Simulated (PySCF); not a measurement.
Can point charges reproduce the dipole moment of `CCCB(Cl)Cl` (BCl2(nPr))?

Coordinates (PBE0-D3(BJ)/def2-SVP, Å) and charges (e) from the PBE0/pcSseg-1 density (PySCF):

```tsv
atom	x	y	z	Mulliken	IAO	Hirshfeld	ESP-fitted
B1	1.006	1.644	0.755	+0.4461	+0.1859	+0.1857	+0.1592
Cl2	2.760	1.703	0.786	-0.1832	-0.0575	-0.0694	-0.1138
Cl3	0.140	3.161	0.569	-0.1850	-0.0619	-0.0688	-0.1187
C4	0.231	0.290	0.800	-0.3913	-0.4159	-0.1528	-0.1033
C5	-0.127	-0.170	-0.624	-0.3287	-0.2263	-0.0574	+0.1119
C6	-0.897	-1.481	-0.648	-0.2646	-0.4050	-0.1107	-0.4359
H7	-0.699	0.415	1.381	+0.1446	+0.1536	+0.0416	+0.0632
H8	0.835	-0.486	1.297	+0.1429	+0.1506	+0.0394	+0.0525
H9	0.797	-0.272	-1.218	+0.1330	+0.1313	+0.0356	+0.0243
H10	-0.719	0.618	-1.120	+0.1344	+0.1331	+0.0332	+0.0188
H11	-1.848	-1.393	-0.099	+0.1143	+0.1353	+0.0401	+0.1092
H12	-1.131	-1.789	-1.678	+0.1231	+0.1416	+0.0436	+0.1220
H13	-0.318	-2.292	-0.179	+0.1144	+0.1352	+0.0401	+0.1106
```

Task: What dipole does each set of charges give (1 e·Å = 4.803 D), and what does the density give?

Result: The full density gives (-0.87, -1.51, -0.14) D, 1.75 D in size; dipole vectors point from the negative to the positive end.

```tsv
scheme	μx	μy	μz	size (D)	share of the full size (%)	angle to the full dipole (°)
Mulliken	-1.22	-2.08	-0.07	2.41	138	3
IAO	-0.53	-0.89	-0.22	1.06	61	7
Hirshfeld	-0.34	-0.57	-0.12	0.67	38	6
ESP-fitted	-0.90	-1.58	-0.18	1.83	104	1
```

Task: Which set comes closest?

Result: Length of the difference vector: ESP-fitted 0.08 D, Mulliken 0.67 D, IAO 0.71 D, Hirshfeld 1.08 D. Closest: ESP-fitted. 

Task: What is left for the Hirshfeld atoms' own dipoles?

Result: The shares of the density sum to the whole, so what Σ q r misses lies in dipoles about the nuclei. The atomic dipoles sum to (-0.87, -1.51, -0.14) − (-0.34, -0.57, -0.12) = (-0.53, -0.94, -0.02) D, 1.08 D in size.

Task: With the origin at the mean of the coordinates, (0.002, -0.004, 0.002) Å, which are the largest single terms, by size, of the IAO dipole along the direction of the full one?

Result: C6 -3.45, B1 -1.77, H12 +1.53, H13 +1.40, H11 +1.38 D; all 13 atoms together +1.05 D. The single terms depend on the origin, their sum doesn't.

Task: Give the size of the full dipole in other units.

Result: 1.75 D = 0.689 au = 0.364 e·Å = 5.84 × 10⁻³⁰ C·m.

The structure is a single PBE0-D3(BJ)/def2-SVP conformer in the gas phase; no vibrational or solvent corrections.
